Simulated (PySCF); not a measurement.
**Highest orbital energy against ionisation energy along the 5p block**

Calculated with PySCF 2.14, no spin-orbit coupling. Each cell gives −ε(HOMO) / ΔSCF in eV; NIST values include spin-orbit coupling, (s) semi-empirical, (t) theoretical.

```
                                                                               species              UHF              LDA              PBE             PBE0           r2SCAN  NIST (lowest levels)
In⁺ (x2c-TZVPPall with one added diffuse shell each of s, p, d, f type, spin-free X2C)  17.308 / 17.035  15.294 / 19.412  14.918 / 18.980  15.734 / 18.677  15.108 / 18.704                18.870
Sn⁺ (x2c-TZVPPall with one added diffuse shell each of s, p, d, f type, spin-free X2C)  14.004 / 13.721  10.689 / 14.393  10.616 / 14.210  11.614 / 14.245  10.931 / 14.343                14.633
Sb⁺ (x2c-TZVPPall with one added diffuse shell each of s, p, d, f type, spin-free X2C)  16.389 / 15.999  12.650 / 16.664  12.561 / 16.463  13.687 / 16.525  12.941 / 16.633        16.626 ± 0.025
Te⁺ (x2c-TZVPPall with one added diffuse shell each of s, p, d, f type, spin-free X2C)  18.830 / 18.350  14.613 / 18.938  14.532 / 18.748  15.794 / 18.850  14.983 / 18.983            18.6 ± 0.4
 I⁺ (x2c-TZVPPall with one added diffuse shell each of s, p, d, f type, spin-free X2C)  18.397 / 17.687  14.754 / 19.066  14.573 / 18.735  15.778 / 18.748  14.880 / 18.769                19.131
Xe⁺ (x2c-TZVPPall with one added diffuse shell each of s, p, d, f type, spin-free X2C)  20.877 / 20.076  16.783 / 21.390  16.603 / 21.060  17.934 / 21.104  16.945 / 21.104            20.975 (s)
```

Question: How far is −ε(HOMO) from ΔSCF on average for each method, and why?

Answer: UHF 0.49 eV; LDA -4.18 eV; PBE -4.07 eV; PBE0 -2.93 eV; r2SCAN -3.79 eV. Hartree-Fock orbital energies lack relaxation and so exceed the ΔSCF value; semilocal functionals have convex E(N) from self-interaction, so their HOMO lies far too high; exact exchange moves hybrids part of the way back.
